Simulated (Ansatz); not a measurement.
```yaml
crystal:
  periodic: [false, false, false]
  atoms:
    - {symbol: C, position_ang: [-1.362462, 0.768685, -0.961776]}
    - {symbol: B, position_ang: [0.104608, -0.132908, -0.033618]}
    - {symbol: N, position_ang: [0.396593, -1.360607, 0.113150]}
    - {symbol: Si, position_ang: [1.149251, 0.216706, 1.336054]}
    - {symbol: H, position_ang: [-1.842427, 1.230838, -0.474060]}
    - {symbol: H, position_ang: [-0.725613, 1.241551, -1.876050]}
    - {symbol: H, position_ang: [-1.711217, -0.199914, -1.490269]}
    - {symbol: H, position_ang: [-0.030308, -2.299585, -0.023922]}
    - {symbol: H, position_ang: [1.119391, -0.104722, 2.793819]}
    - {symbol: H, position_ang: [2.757380, 0.130003, 0.905825]}
basis:
  gaussian: {orbitals: x2c-TZVPPall, final_grid: {core_spheres: 1, valence_spheres: 1, degree: 5}}
hamiltonian: {xc: {name: wB97M-V}}
```

```sh
$ ansatz run in.yaml --threads 2 --pin off --events-out ev --progress --plain --max-ram 4352MiB
```

Output, abridged:

```
Functional definition: wB97M-V
1161 factors; their error is unknown
293 factors; integrals over basis functions are off by at most 1.6e-5 eV
mean field evaluation 1: about -11180.7515 eV, gradient 6.7e1 eV
mean field evaluation 2: about -11176.0996 eV, gradient 7.8e1 eV
mean field evaluation 4: about -11190.4367 eV, gradient 4.7e0 eV
mean field evaluation 8: about -11169.1292 eV, gradient 1.1e1 eV
mean field evaluation 16: about -11169.3762 eV, gradient 2.2e-3 eV
mean field -11169.37622617 eV, -410.4670054366 hartree, gradient 4.4e-5 eV, S^2 0.000000; 0 other end points of the search recorded, 0 dependent functions left out
reference -11169.37658356 eV, -410.4670185703 hartree; 19, 19 occupied and 200, 200 virtual orbitals, 1161 factors
Total energy: -11169.37658356 eV, -410.4670185703 hartree
Relativity: scalar
```

Question: Something in this input is off. What?

Answer: The integration grid is far too coarse. Self-consistency was reached. The result belongs to that input, not to the molecule as meant.
